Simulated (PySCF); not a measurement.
C₂H₆Zn, triplet, geometry from GFN2-xTB (such geometries of metal compounds can be far from the true shape) (a higher spin typed on purpose: for a closed-shell molecule this is an excited state); DF-CAMB3LYP/STO-3G in PySCF.

PySCF was given this input:
```python
from pyscf import gto, scf, dft

mol = gto.M(
    atom='''
Zn    0.19054193   -0.64890903    0.11807146
C     0.92061324    1.19842274   -1.15616563
H     1.93030660    0.91575429   -1.41543436
H     0.87661335    2.09130864   -0.55620088
H     0.26322321    1.23423769   -2.01028096
C    -1.51792361    0.83577561    0.78603551
H    -2.24851058    0.16792023    1.21825567
H    -1.89189007    1.36631469   -0.07292682
H    -1.06213831    1.48654517    1.51522418
''',
    basis='sto-3g',
    spin=2,
    verbose=4,
)

mf = dft.UKS(mol)
mf.xc = 'camb3lyp'
mf = mf.density_fit(auxbasis='def2-universal-jkfit')
mf.kernel()
mf.analyze()
```

Output, abridged:

```
PySCF version 2.14.0

[INPUT] verbose = 4
[INPUT] num. atoms = 9
[INPUT] num. electrons = 48
[INPUT] charge = 0
[INPUT] spin (= nelec alpha-beta = 2S) = 2
[INPUT] symmetry False subgroup None
[INPUT] Mole.unit = angstrom
[INPUT] Symbol           X                Y                Z      unit          X                Y                Z       unit  Magmom
[...]
nuclear repulsion = 146.537794695439
number of shells = 20
number of NR pGTOs = 102
number of NR cGTOs = 34
basis = sto-3g
ecp = {}

******** <class 'pyscf.df.df_jk.DFUKS'> ********
method = DFUKS
initial guess = minao
damping factor = 0
level_shift factor = 0
DIIS = <class 'pyscf.scf.diis.CDIIS'>
diis_start_cycle = 1
diis_space = 8
diis_damp = 0
SCF conv_tol = 1e-09
SCF conv_tol_grad = None
SCF max_cycles = 50
direct_scf = False
number electrons alpha = 25  beta = 23
XC library pyscf.dft.libxc version 7.1.2
    S. Lehtola, C. Steigemann, M. J. T. Oliveira, and M. A. L. Marques,  SoftwareX 7, 1–5 (2018)
XC functionals = camb3lyp
    T. Yanai, D. P. Tew, and N. C. Handy,  Chem. Phys. Lett. 393, 51 (2004)
radial grids:
    Treutler-Ahlrichs [JCP 102, 346 (1995); DOI:10.1063/1.469408] (M4) radial grids

becke partition: Becke, JCP 88, 2547 (1988); DOI:10.1063/1.454033
pruning grids: <function nwchem_prune>
grids dens level: 3
symmetrized grids: False
atomic radii adjust function: <function treutler_atomic_radii_adjust>
small_rho_cutoff = 0
Set gradient conv threshold to 3.16228e-05
tot grids = 107728
******** <class 'pyscf.df.df.DF'> ********
auxbasis = def2-universal-jkfit
Create RSH-DF object <pyscf.df.df.DF object> for omega=0.33
******** <class 'pyscf.df.df.DF'> ********
auxbasis = auxmol.basis = def2-universal-jkfit
init E= -1835.07398285336

cycle= 1 E= -1833.80924730074  delta_E= 1.26  |g|= 1.98  |ddm|= 3.65

cycle= 2 E= -1829.79609316476  delta_E= 4.01  |g|= 1.62  |ddm|= 3.45
cycle= 3 E= -1799.14127768134  delta_E= 30.7  |g|=  3.9  |ddm|= 9.85
cycle= 4 E= -1836.85928126482  delta_E= -37.7  |g|= 0.705  |ddm|= 8.96
cycle= 5 E= -1837.26128567199  delta_E= -0.402  |g|= 0.374  |ddm|= 1.04
cycle= 6 E= -1837.31297157695  delta_E= -0.0517  |g|= 0.333  |ddm|= 0.228
cycle= 7 E= -1837.3434920194  delta_E= -0.0305  |g|= 0.285  |ddm|= 0.127
cycle= 8 E= -1837.41547614867  delta_E= -0.072  |g|= 0.108  |ddm|= 0.444
cycle= 9 E= -1837.433625875  delta_E= -0.0181  |g|= 0.0399  |ddm|= 0.267
cycle= 10 E= -1837.43938842907  delta_E= -0.00576  |g|= 0.0336  |ddm|= 0.133
cycle= 11 E= -1837.4412716412  delta_E= -0.00188  |g|= 0.0289  |ddm|= 0.0537
cycle= 12 E= -1837.42894535174  delta_E= 0.0123  |g|= 0.0223  |ddm|= 0.332
cycle= 13 E= -1837.42554460047  delta_E= 0.0034  |g|= 0.0188  |ddm|= 0.616
cycle= 14 E= -1837.42404108764  delta_E= 0.0015  |g|= 0.00988  |ddm|= 0.347
cycle= 15 E= -1837.42527159737  delta_E= -0.00123  |g|= 0.0131  |ddm|= 0.081
cycle= 16 E= -1837.42587448591  delta_E= -0.000603  |g|= 0.0168  |ddm|= 0.223
cycle= 17 E= -1837.42268100876  delta_E= 0.00319  |g|= 0.0032  |ddm|= 0.307
cycle= 18 E= -1837.42267012863  delta_E= 1.09e-05  |g|= 0.00202  |ddm|= 0.0379
cycle= 19 E= -1837.42267031507  delta_E= -1.86e-07  |g|= 0.00143  |ddm|= 0.00952
cycle= 20 E= -1837.42267326726  delta_E= -2.95e-06  |g|= 0.00111  |ddm|= 0.00717
cycle= 21 E= -1837.42267478422  delta_E= -1.52e-06  |g|= 0.000797  |ddm|= 0.0123
cycle= 22 E= -1837.42267797228  delta_E= -3.19e-06  |g|= 0.000817  |ddm|= 0.00308
cycle= 23 E= -1837.42267620623  delta_E= 1.77e-06  |g|= 0.000801  |ddm|= 0.00316
cycle= 24 E= -1837.42266698633  delta_E= 9.22e-06  |g|= 0.000664  |ddm|= 0.013
cycle= 25 E= -1837.4226687445  delta_E= -1.76e-06  |g|= 0.000702  |ddm|= 0.00373
cycle= 26 E= -1837.42266144778  delta_E= 7.3e-06  |g|= 0.000612  |ddm|= 0.0102
cycle= 27 E= -1837.42265786625  delta_E= 3.58e-06  |g|= 0.000583  |ddm|= 0.00926
cycle= 28 E= -1837.42265906937  delta_E= -1.2e-06  |g|= 0.000601  |ddm|= 0.00196
cycle= 29 E= -1837.42265735763  delta_E= 1.71e-06  |g|= 0.000565  |ddm|= 0.00288
[...]
cycle= 41 E= -1837.42265366903  delta_E= 4e-07  |g|= 0.000262  |ddm|= 0.00149
cycle= 42 E= -1837.42265339043  delta_E= 2.79e-07  |g|= 0.000257  |ddm|= 0.0019
cycle= 43 E= -1837.42265348376  delta_E= -9.33e-08  |g|= 0.000247  |ddm|= 0.00123
cycle= 44 E= -1837.4226537039  delta_E= -2.2e-07  |g|= 0.000246  |ddm|= 0.000921
cycle= 45 E= -1837.42265368135  delta_E= 2.26e-08  |g|= 0.000248  |ddm|= 0.00206
cycle= 46 E= -1837.42265368877  delta_E= -7.42e-09  |g|= 0.000236  |ddm|= 0.0018
cycle= 47 E= -1837.42265428889  delta_E= -6e-07  |g|= 0.000232  |ddm|= 0.00235
cycle= 48 E= -1837.42265476872  delta_E= -4.8e-07  |g|= 0.000216  |ddm|= 0.00202
cycle= 49 E= -1837.42265570625  delta_E= -9.38e-07  |g|= 0.000192  |ddm|= 0.0048
cycle= 50 E= -1837.42265624117  delta_E= -5.35e-07  |g|= 0.000201  |ddm|= 0.00203
SCF not converged.
SCF energy = -1837.42265624117 after 50 cycles  <S^2> = 2.0007307  2S+1 = 3.0004871
**** SCF Summaries ****
Total Energy =                       -1837.422656241169989
Nuclear Repulsion Energy =             146.537794695438862
One-electron Energy =                -2839.669367058719672
Two-electron Energy =                  855.708916122110850
Two-electron Coulomb Energy =          939.335785931087685
DFT Exchange-Correlation Energy =      -83.626869808976835
**** MO energy ****
                             alpha | beta                alpha | beta
[...]
To work with the spin densities directly, `use mulliken_meta_spin()` only printing them here.

 ** Mulliken spin pop alpha/beta on meta-lowdin orthogonal AOs **
 ** Mulliken Spin Density (per AO)  **
spin_pop of  0 Zn 1s        0.00000
spin_pop of  0 Zn 2s       -0.00000
spin_pop of  0 Zn 3s        0.00001
spin_pop of  0 Zn 4s        0.00018
spin_pop of  0 Zn 2px      -0.00000
spin_pop of  0 Zn 2py      -0.00000
spin_pop of  0 Zn 2pz      -0.00000
spin_pop of  0 Zn 3px       0.00003
spin_pop of  0 Zn 3py       0.00005
spin_pop of  0 Zn 3pz       0.00001
spin_pop of  0 Zn 4px       0.00962
spin_pop of  0 Zn 4py       0.01077
spin_pop of  0 Zn 4pz       0.00596
spin_pop of  0 Zn 3dxy      0.28513
spin_pop of  0 Zn 3dyz      0.47350
spin_pop of  0 Zn 3dz^2     0.71723
spin_pop of  0 Zn 3dxz      0.17298
spin_pop of  0 Zn 3dx2-y2    0.35157
spin_pop of  1 C 1s        0.00000
spin_pop of  1 C 2s       -0.00186
spin_pop of  1 C 2px      -0.00193
spin_pop of  1 C 2py      -0.00708
spin_pop of  1 C 2pz      -0.00445
spin_pop of  2 H 1s        0.00053
spin_pop of  3 H 1s        0.00056
spin_pop of  4 H 1s        0.00073
spin_pop of  5 C 1s        0.00000
spin_pop of  5 C 2s       -0.00186
spin_pop of  5 C 2px      -0.00700
spin_pop of  5 C 2py      -0.00467
spin_pop of  5 C 2pz      -0.00180
spin_pop of  6 H 1s        0.00053
spin_pop of  7 H 1s        0.00056
spin_pop of  8 H 1s        0.00073
 ** Mulliken Spin Density (per atom)  **
spin density of  0 Zn =      2.02703
spin density of  1 C =     -0.01533
spin density of  2 H =      0.00053
spin density of  3 H =      0.00056
spin density of  4 H =      0.00073
spin density of  5 C =     -0.01533
spin density of  6 H =      0.00053
spin density of  7 H =      0.00056
spin density of  8 H =      0.00073
 ** Mulliken pop alpha/beta on meta-lowdin orthogonal AOs **
 ** Mulliken pop       alpha | beta **
[...]
In total            25.00000 | 23.00000
 ** Mulliken atomic charges   ( Nelec_alpha | Nelec_beta ) **
charge of  0Zn =      0.88413  (    15.57145     13.54442 )
charge of  1C =     -0.55722  (     3.27094      3.28627 )
charge of  2H =      0.03608  (     0.48222      0.48169 )
charge of  3H =      0.04100  (     0.47978      0.47922 )
charge of  4H =      0.03807  (     0.48133      0.48060 )
charge of  5C =     -0.55724  (     3.27095      3.28629 )
charge of  6H =      0.03609  (     0.48222      0.48169 )
charge of  7H =      0.04101  (     0.47978      0.47922 )
charge of  8H =      0.03807  (     0.48133      0.48060 )
Dipole moment(X, Y, Z, Debye):  0.06123, -0.20796,  0.03791
```

Convergence was not reached.
